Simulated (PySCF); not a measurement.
A run with a changed setting

The sound run of [WO2F2]− (doublet) uses PySCF 2.14.0, UKS B3LYP, W def2-SVP with ECP60, O def2-SVP, F def2-SVP; non-relativistic Hamiltonian with scalar-relativistic core potentials where named; density fitting; no spin-orbit coupling, grid (50, 194), threshold 1e-8 and 55 cycles at the relaxed geometry. This run, with dm0 from free metal ions and neutral atoms, differs:

```python
mol = gto.M(atom='''
W     -0.00000     0.00000     0.19753
O      1.02772     1.02772     1.16317
O     -1.02772    -1.02772     1.16317
F      0.89374    -0.89374    -1.29264
F     -0.89374     0.89374    -1.29264''',
    basis={'W': 'def2-SVP', 'O': 'def2-SVP', 'F': 'def2-SVP'},
    ecp={'W': 'def2-SVP'},
    charge=-1, spin=9)
mf = dft.UKS(mol, xc='B3LYP')
mf.grids.atom_grid = (50, 194)
mf = mf.density_fit()  # fitting sets: W def2-universal-JKFIT, O def2-universal-JKFIT, F def2-universal-JKFIT
mf.conv_tol = 1e-08; mf.max_cycle = 82
mf.kernel(dm0)
mf.nuc_grad_method().kernel()
```

Task: What was changed, and how did it end?

Result: The spin was changed. It converged in 20 cycles, 27.589 eV from the sound run, largest force component 10.12 eV/Å. The cycle limit differs too. These settings are unsound on purpose: the numbers aren't the compound's.
```
init E= -437.965116933019
cycle= 1 E= -405.874906847623  delta_E= 32.1  |g|= 4.52  |ddm|= 6.41
cycle= 2 E= -392.566354760503  delta_E= 13.3  |g|=  6.2  |ddm|= 8.93
cycle= 3 E= -413.526881138014  delta_E=  -21  |g|= 2.34  |ddm|= 6.67
cycle= 4 E= -408.392326187889  delta_E= 5.13  |g|= 3.64  |ddm|= 6.09
cycle= 5 E= -415.112265888008  delta_E= -6.72  |g|= 1.42  |ddm|= 4.98
...
cycle= 18 E= -416.224556994113  delta_E= -6.77e-08  |g|= 0.000109  |ddm|= 0.00202
cycle= 19 E= -416.224557003979  delta_E= -9.87e-09  |g|= 0.00011  |ddm|= 0.000646
cycle= 20 E= -416.224557012941  delta_E= -8.96e-09  |g|= 5.65e-05  |ddm|= 0.000361
Extra cycle  E= -416.224556989738  delta_E= 2.32e-08  |g|= 0.000244  |ddm|= 0.00047
converged SCF energy = -416.224556989738  <S^2> = 24.763491  2S+1 = 10.002698
```

Started from ions, an open shell can land on another state than the sound run's, and that then enters the shifts.

Run from Python with OMP_NUM_THREADS=2; the lines above give its settings.
It took 4.2 s on 2 threads of Arm Neoverse V2, with other jobs on the host.

Open shells may have lower solutions than the one found.
